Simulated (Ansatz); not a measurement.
Basis sets compared for In(PF3)Br3 (InPBr3F3). Total charge 0; singlet. Geometry B3LYP-D4/def2-SVP. Ansatz on 4 threads of Intel Xeon on a shared host; times are rough, and most runs start from earlier orbitals.

```xyz
8

In   -1.5881   -0.0259   -0.5620
P     1.1557    0.0168    0.4112
F     1.6791   -1.2356    1.2288
F     1.5811    1.1776    1.4025
F     2.3184    0.1411   -0.6585
Br   -1.3843    2.2298   -1.6038
Br   -2.5557   -0.2380    1.7254
Br   -1.2062   -2.0656   -1.9436
```

In the def2 sets In takes a core potential; there is no spin–orbit coupling.

Binding counts from free atoms (In doublet, P quartet, F doublet, Br doublet) in the same basis, without a counterpoise term.

| level | functions | energy (Eh) | HOMO (eV) | LUMO (eV) | binding per atom (eV) | wall time |
| --- | --- | --- | --- | --- | --- | --- |
| PBE-D4/def2-SVP | 182 | -8550.8774 | -7.12 | -3.63 | 3.19 | 4.2 s |
| PBE-D4/def2-TZVP (with forces) | 324 | -8552.3431 | -7.30 | -3.77 | 3.24 | 10 s |
| r2SCANh-D4/def2-TZVP | 324 | -8553.7783 | -8.13 | -3.34 | 3.12 | 31 s |
| PBE0-D4/def2-SVP | 182 | -8551.1662 | -8.50 | -2.91 | 3.03 | 9.5 s |
| PBE0-D4/def2-TZVP | 324 | -8552.6296 | -8.61 | -2.99 | 3.12 | 26 s |

**Question.** Estimate the rows for PBE-D4/def2-TZVPD, r2SCANh-D4/def2-TZVPD, PBE0-D4/def2-TZVPD.

**Answer.** 
| level | functions | energy (Eh) | HOMO (eV) | LUMO (eV) | binding per atom (eV) | wall time |
| --- | --- | --- | --- | --- | --- | --- |
| PBE-D4/def2-TZVPD | 390 | -8552.3467 | -7.33 | -3.82 | 3.24 | 15 s |
| r2SCANh-D4/def2-TZVPD | 390 | -8553.7813 | -8.14 | -3.36 | 3.12 | 53 s |
| PBE0-D4/def2-TZVPD | 390 | -8552.6328 | -8.63 | -3.03 | 3.11 | 41 s |
